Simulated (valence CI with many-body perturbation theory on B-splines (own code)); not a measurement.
Results of a calculation; reference values are marked as such.
**A CI+MBPT run for Pb L**

Level of theory: configuration interaction combined with many-body perturbation theory (CI+MBPT): five valence electrons over a frozen Dirac-Fock core [Ar] 3d10, radial functions for each j: 6 s, 6 p, 5 d, 3 f, 1 g, with the one-electron correlation potential Σ1 (screened to all orders), the two-electron term Σ2, the three-electron term Σ3, Breit, model QED; selected single and double excitations, second order for the rest (own B-spline code, finite nucleus).

Command, and the settings that its task file holds:

```sh
python run_cv.py task.json out
```

```
atom Pb  Z=82  mass_number=208  rms_radius_fm=5.5012
core [Ar] 3d10
valence 4s2 4p3
avg = 1
basis = S
breit = 1
cap = 10000
capref = 1200
cscale = 1
de = 0.0
dress = 0
ecut = 162.0
eps = 2e-08
h = 0.27
hh = 1
l2 = 3
lcore = 6
maxit = 60
n2 = 5
natural = 1
nlev = 21
nno = [3, 3, 3, 2, 1]
nroot = 26
nsp = [3, 3, 2, 1, 0]
pt2 = 1
qed = 1
rpa = 1
s1 = 1
s2 = 1
s3 = 1
screen = 1
tol = 2e-05
```

It took 43 s on 1 thread of Arm Neoverse N1 (shared host).

Log. The first blocks belong to the next ion, which gives the ionisation energy. Fields: 2J, parity (1 odd), roots, reference size, generating configurations, candidates as configurations/state functions, variational space P, stored matrix elements, Davidson steps; e2 is the range of second-order energies in hartree. The first line gives the box (bohr), its intervals, the orbitals and the steps of their self-consistent field. Window is the range of levels sought, series limit the energy at which the first omitted orbital would enter, core excitation an estimate of the first excitation out of the core, left out the lowest levels not solved, and shifts from estimates the range by which levels moved from their first estimate, all in cm⁻¹.

```
rmax 2.3 intervals 56 orbitals 36 references ['4s2 4p3', '4s 4p4', '4s2 4p2 4d', '4p5', '4s2 4p2 4f'] scf 4 t 1.2
2J=0 par=0 roots 2 ref 22 generators 6 cand 2465/3814 P 718/999 nnz 0 it 0
2J=0 par=0 roots 2 ref 22 generators 9 cand 3114/5605 P 1308/1948 nnz 0 it 5
   second order: generators 22 cand 5198/9257 e2 -0.00002 -0.00001
reference levels 480, estimated 65, window 3205643 1/cm; series limit 10402271, core excitation 16787009
2J=3 par=1 roots 4 ref 39 generators 12 cand 6513/55608 P 908/3549 nnz 1.3e+06 it 4
2J=3 par=1 roots 4 ref 39 generators 25 cand 11000/126374 P 2005/9999 nnz 9.3e+06 it 6
   second order: generators 44 cand 13687/176538 e2 -0.00075 -0.00012
2J=5 par=1 roots 2 ref 39 generators 6 cand 5511/46302 P 807/3530 nnz 1.4e+06 it 4
2J=5 par=1 roots 2 ref 39 generators 20 cand 11332/153538 P 1873/9993 nnz 9.3e+06 it 6
   second order: generators 36 cand 14532/240233 e2 -0.00037 -0.00020
2J=1 par=1 roots 2 ref 24 generators 7 cand 5154/26201 P 1123/3522 nnz 1.2e+06 it 4
2J=1 par=1 roots 2 ref 24 generators 20 cand 10449/71315 P 2540/9997 nnz 8.2e+06 it 6
   second order: generators 30 cand 11928/87472 e2 -0.00012 -0.00007
2J=3 par=0 roots 7 ref 72 generators 13 cand 8301/80335 P 853/3599 nnz 1.5e+06 it 5
2J=3 par=0 roots 7 ref 72 generators 31 cand 12593/139894 P 1996/9999 nnz 8.7e+06 it 9
   second order: generators 52 cand 15161/205199 e2 -0.00161 -0.00056
2J=5 par=0 roots 7 ref 80 generators 12 cand 7429/81667 P 776/3607 nnz 1.6e+06 it 5
2J=5 par=0 roots 7 ref 80 generators 31 cand 13023/182000 P 1876/9992 nnz 9e+06 it 8
   second order: generators 53 cand 16048/281564 e2 -0.00174 -0.00084
2J=1 par=0 roots 5 ref 43 generators 15 cand 8566/53407 P 1137/3555 nnz 1.3e+06 it 4
2J=1 par=0 roots 5 ref 43 generators 29 cand 11878/83939 P 2636/9994 nnz 7.9e+06 it 6
   second order: generators 46 cand 14083/113801 e2 -0.00040 -0.00015
2J=7 par=0 roots 4 ref 65 generators 10 cand 7491/92549 P 738/3570 nnz 1.6e+06 it 5
2J=7 par=0 roots 4 ref 65 generators 26 cand 12749/190202 P 1629/9987 nnz 1e+07 it 6
   second order: generators 42 cand 14641/249747 e2 -0.00113 -0.00092
2J=9 par=0 roots 2 ref 43 generators 5 cand 4566/52666 P 752/3548 nnz 1.9e+06 it 5
2J=9 par=0 roots 2 ref 43 generators 17 cand 9930/134541 P 1566/10000 nnz 1.3e+07 it 5
   second order: generators 33 cand 11956/185931 e2 -0.00025 -0.00024
left out: unestimated 4709044, estimated 3550067, shifts from estimates -48 to 24
operators 2.6
```

The Davidson iterations converged. The settings are bad on purpose, so the numbers may not be properties of the ion.

No measured spectrum was set against this ion. As an estimate, large intervals hold to a few tenths of a per cent, small ones and those within an open d or f shell to about a per cent. Among the levels kept, up to 380 cm⁻¹ of a level comes from second order outside the variational space, and about a tenth of that is noise between levels of different J, which matters for small intervals.

```
Valence energy                            : -559.9877 hartree
Ionisation energy                         : 2736.2 eV (NIST: 2735 ± 4 eV (theoretical))
Reference configurations for the orbitals : 4s2 4p3, 4s 4p4, 4s2 4p2 4d, 4p5, 4s2 4p2 4f
Radial orbitals                           : 36
Box radius                                : 2.292 bohr
Largest variational space                 : 10000
Lowest levels                             : (4s^2 4p1/2^2 4p3/2) J=3/2 0, (4s^2 4p1/2 4p3/2^2) J=3/2 1277000, (4s^2 4p1/2 4p3/2^2) J=5/2 1327900, (4s^2 4p1/2 4p3/2^2) J=1/2 1392500, (4s^2 4p1/2^2 4d3/2) J=3/2 1476000, (4s^2 4p1/2^2 4d5/2) J=5/2 1817700, (4s 4p1/2^2 4p3/2^2) J=5/2 2246500, (4s 4p1/2^2 4p3/2^2) J=1/2 2384600, (4s 4p1/2^2 4p3/2^2) J=3/2 2400700, (4s^2 4p3/2^3) J=3/2 2678800, (4s^2 4p1/2 4p3/2 4d3/2) J=5/2 [a] 2744900, (4s^2 4p1/2 4p3/2 4d3/2) J=3/2 [a] 2750700, (4s^2 4p1/2 4p3/2 4d3/2) J=1/2 [a] 2752000, (4s^2 4p1/2 4p3/2 4d3/2) J=7/2 2797100 cm⁻¹
```

Levels are named by their leading jj configuration (3d3/2^4 stands for four electrons in 3d with j = 3/2), which in mixed levels can hold well under half, so a name can repeat and another be missing. Letters in brackets count levels of one name in rising energy.
